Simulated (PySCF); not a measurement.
**Working out the excitation energy of O²⁺**

O²⁺ [He] 2s2 2p2 (3P) → O²⁺ [He] 2s1 2p3 (5S). Computed with PySCF 2.14 in x2c-TZVPPall, with the spin-free X2C one-electron Hamiltonian (Gaussian nucleus). Frozen: nothing. Energies in hartree (1 hartree = 27.21139 eV):

```tsv
part	O²⁺ (lower)	O²⁺ (upper)
UHF	-73.156090	-72.951374
MP2 opposite-spin	-0.076956	-0.016244
MP2 same-spin	-0.013603	-0.027794
```

Task: What does Hartree-Fock give?

Result: (-72.951374) − (-73.156090) = 0.204716 hartree = 5.571 eV.

Task: What do MP2 and SCS-MP2 (6/5 opposite-spin, 1/3 same-spin) give?

Result: The opposite-spin parts differ by 1.652 eV and the same-spin parts by -0.386 eV. MP2: 5.571 + (1.652) + (-0.386) = 6.837 eV. SCS-MP2: 5.571 + 1.2 × (1.652) + (-0.386)/3 = 7.425 eV.
